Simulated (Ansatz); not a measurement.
BFH$_{7}$NSi$_{2}$ (`B[SiH](F)[SiH2]N`), relaxed with RKS PBE-D4/def2-SVP in Ansatz from a rough embedded geometry. The force threshold is 0.03 eV/Å; the program also tests the step.

Charge 0, multiplicity 1.

Start:

```xyz
12

B     1.849   -0.271   -0.919
Si    0.593   -1.207    0.160
F     1.194   -1.395    1.738
Si   -1.332    0.046    0.214
N    -0.979    1.595    0.895
H     3.003   -0.741   -1.056
H     1.630    0.766   -1.431
H     0.321   -2.495   -0.388
H    -2.296   -0.681    0.967
H    -1.801    0.143   -1.211
H    -0.301    2.079    0.211
H    -1.879    2.161    0.819
```

Problem. How much energy does the relaxation release, and in how many steps? (Estimate.)

Solution. Computed: 18.21 kcal/mol, in 20 steps, 2 of them rejected.

Problem. Which bonds change most? (Best estimate.)

Solution. The calculation gave: Si2–Si4 from 2.297 to 2.383 Å; Si4–H9 from 1.423 to 1.506 Å; Si2–H8 from 1.426 to 1.509 Å; B1–Si2 from 1.902 to 1.974 Å.

Problem. Give the relaxed structure. (Best estimate.)

Solution. The calculation gave: 
```xyz
12

B     1.897   -0.246   -0.944
Si    0.625   -1.317    0.120
F     1.062   -1.641    1.679
Si   -1.319    0.061    0.124
N    -0.911    1.599    0.847
H     2.779    0.438   -0.462
H     1.670   -0.140   -2.137
H     0.215   -2.622   -0.518
H    -2.390   -0.559    0.982
H    -1.839    0.063   -1.301
H    -0.120    2.137    0.485
H    -1.670    2.227    1.125
```
